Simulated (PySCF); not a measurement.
Zn(NH2)(SMe) (CH5NSZn), SMILES C[S][Zn][NH2].

The structure is a stationary point at ωB97X-D3(BJ)/def2-SVP. The structure was generated by enumeration; whether it is a known compound was not checked. One conformer was computed; it need not be the lowest.

All values below come from IEF-PCM-M06-2X/def2-SVP (PySCF).

The values are the electrostatic part of the solvation free energy, E(continuum) − E(gas) at the gas-phase geometry, in a cavity of scaled van der Waals radii (PySCF's table); cavitation and dispersion terms are not included. A continuum can't describe solvent molecules that bind to the metal. In vacuum the orbital gap is 7.72 eV. The dipole moment in vacuum is 2.40 D.

| solvent | ε | ΔG(elec) (kcal/mol) | dipole (D) | gap (eV) |
|---|---|---|---|---|
| water | 78.36 | [?] | [?] | [?] |
| acetone | 20.49 | -14.1 | 3.11 | 8.14 |
| chloroform | 4.71 | -10.3 | 2.90 | 8.02 |

Q: Fill in the missing entries. (Estimate from the structure and the level; the computed values follow.)

A: 
- water, ΔG(elec) (kcal/mol): -15.0
- water, dipole (D): 3.16
- water, gap (eV): 8.18
